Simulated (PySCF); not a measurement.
Species: `[SiH3]CC1=CC=NC=C1`. The columns A, B, C and D hold Mulliken, IAO, Hirshfeld and ESP-fitted charges (e) of one PBE0/pcSseg-1 density (PySCF), in a shuffled order. Coordinates in Å (GFN2-xTB); the density's dipole moment is (2.40, 0.09, -1.26) D.

```json
{"atom": "Si1", "x": "2.505", "y": "-0.094", "z": "0.513", "A": "+0.498", "B": "+0.323", "C": "+0.618", "D": "+0.524"}
{"atom": "C2", "x": "1.165", "y": "0.093", "z": "-0.841", "A": "-0.470", "B": "-0.151", "C": "-0.536", "D": "-0.383"}
{"atom": "C3", "x": "-0.189", "y": "0.053", "z": "-0.231", "A": "+0.659", "B": "+0.020", "C": "+0.043", "D": "-0.222"}
{"atom": "C4", "x": "-0.815", "y": "1.211", "z": "0.223", "A": "-0.761", "B": "-0.061", "C": "-0.201", "D": "-0.134"}
{"atom": "C5", "x": "-2.062", "y": "1.114", "z": "0.816", "A": "+0.573", "B": "+0.014", "C": "-0.008", "D": "+0.172"}
{"atom": "N6", "x": "-2.704", "y": "-0.030", "z": "0.986", "A": "-0.742", "B": "-0.172", "C": "-0.289", "D": "-0.416"}
{"atom": "C7", "x": "-2.111", "y": "-1.133", "z": "0.560", "A": "+0.565", "B": "+0.014", "C": "-0.008", "D": "+0.172"}
{"atom": "C8", "x": "-0.868", "y": "-1.148", "z": "-0.046", "A": "-0.753", "B": "-0.061", "C": "-0.201", "D": "-0.134"}
{"atom": "H9", "x": "3.814", "y": "-0.049", "z": "-0.139", "A": "-0.129", "B": "-0.077", "C": "-0.119", "D": "-0.087"}
{"atom": "H10", "x": "2.312", "y": "-1.375", "z": "1.192", "A": "-0.112", "B": "-0.074", "C": "-0.114", "D": "-0.074"}
{"atom": "H11", "x": "2.367", "y": "1.007", "z": "1.466", "A": "-0.110", "B": "-0.074", "C": "-0.114", "D": "-0.074"}
{"atom": "H12", "x": "1.314", "y": "1.037", "z": "-1.366", "A": "+0.130", "B": "+0.048", "C": "+0.158", "D": "+0.156"}
{"atom": "H13", "x": "1.274", "y": "-0.714", "z": "-1.567", "A": "+0.131", "B": "+0.049", "C": "+0.158", "D": "+0.156"}
{"atom": "H14", "x": "-0.336", "y": "2.172", "z": "0.107", "A": "+0.239", "B": "+0.051", "C": "+0.151", "D": "+0.071"}
{"atom": "H15", "x": "-2.577", "y": "1.996", "z": "1.175", "A": "+0.022", "B": "+0.050", "C": "+0.155", "D": "+0.101"}
{"atom": "H16", "x": "-2.667", "y": "-2.049", "z": "0.714", "A": "+0.024", "B": "+0.050", "C": "+0.155", "D": "+0.101"}
{"atom": "H17", "x": "-0.430", "y": "-2.079", "z": "-0.378", "A": "+0.237", "B": "+0.051", "C": "+0.151", "D": "+0.071"}
```

Problem. Which column most likely holds the ESP-fitted charges?

Solution. A. Σ q r misses the density's dipole by 0.02 D (A), 0.97 D (C), 1.10 D (B), 1.45 D (D). Charges fitted to the outside potential are the only set here that is tied to the molecule's multipoles.

Problem. And the Hirshfeld charges?

Solution. B. The mean sizes are 0.079 e (B), 0.179 e (D), 0.187 e (C), 0.362 e (A), and Hirshfeld charges are commonly the smallest of these schemes.

As computed, A = ESP-fitted, B = Hirshfeld, C = IAO, D = Mulliken. Hydrogens on carbon: ESP-fitted +0.02 to +0.24, Hirshfeld +0.05 to +0.05, IAO +0.15 to +0.16, Mulliken +0.07 to +0.16 e.

The ESP scheme is a least-squares fit of atom-centred charges to the potential on four shells outside the van der Waals surface, with the total charge fixed. The IAO scheme counts the electrons in orthogonalised intrinsic atomic orbitals, a minimal basis polarised so that it spans the occupied orbitals exactly.

The structure is a single GFN2-xTB conformer in the gas phase; no vibrational or solvent corrections.

These values come from a run that also computed NMR shieldings. The run took 25 s on an x86-64 server with one thread, shared host.

Shape of the structure used: `[SiH3:1][CH2:2][c:3]1[cH:4][cH:5][n:6][cH:7][cH:8]1`: Si1–C2–C3–C4 89°.
